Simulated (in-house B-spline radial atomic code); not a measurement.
B97-1 excitations of Li+

Method: B97-1. Computed with a B-spline radial code for spherical atoms: linear response of the closed shell 1s2 with the functional's adiabatic kernel; scalar-relativistic (spin-free one-electron X2C), finite nucleus, no spin-orbit coupling, no double excitations, S, P, D and F terms only.

Command:
```bash
python run_td.py task.json out
```
Settings (radii: box in bohr, nucleus in fm):
```
Z                        3
electrons                2
configuration            1s2
hamiltonian              x2c
method                   b97_1
box_radius               41.61
rms_radius               2.444
intervals                77
```

Time taken, with all properties: 0.3 s on 1 thread of Arm Neoverse N1, with other jobs on the host.

The lowest states, in the order of their Tamm-Dancoff energies; the method's threshold (minus the highest occupied level) is 64.02 eV. Labels give the largest channel, * marks a mixed state, and oscillator strengths are full-response dipole values. Measured ¹D terms are left out, since they can mix with doubly excited terms. Semilocal kernels can invert the small singlet-triplet splittings of Rydberg terms. Energies in eV:

```csv
state,full response,Tamm-Dancoff,oscillator strength,measured (J-weighted term)
1s → 2s 3S,54.52,54.54,-,59.021
1s → 2s 1S,56.37,56.41,-,-
1s → 2p 3P,56.91,56.92,-,61.281
1s → 2p 1P,?,?,?,?
1s → 3s 3S,60.86,60.86,-,68.781
1s → 3s 1S,61.15,61.16,-,69.279
1s → 3p 3P,61.38,61.39,-,69.369
1s → 3p 1P,61.51,61.51,0.0568,69.648
1s → 3d 3D,?,?,-,-
1s → 3d 1D,61.76,61.76,-,-
```

Q: Where does 1s → 3d 3D lie?

A: At 61.72 eV in full response, 61.72 eV in Tamm-Dancoff.

Q: Where does 1s → 2p 1P lie?

A: At 57.72 eV in full response, 57.73 eV in Tamm-Dancoff, oscillator strength 0.287; measured 62.216 eV.

Q: How large is the singlet-triplet splitting of 1s → 2s (S terms) in Tamm-Dancoff?

A: 1.87 eV, from the unrounded values.

Q: What polarisabilities and dispersion coefficient does the method give?

A: Dipole 0.2018 bohr³, quadrupole 0.1286 bohr⁵, C6 0.08317 hartree·bohr⁶ for two such species.
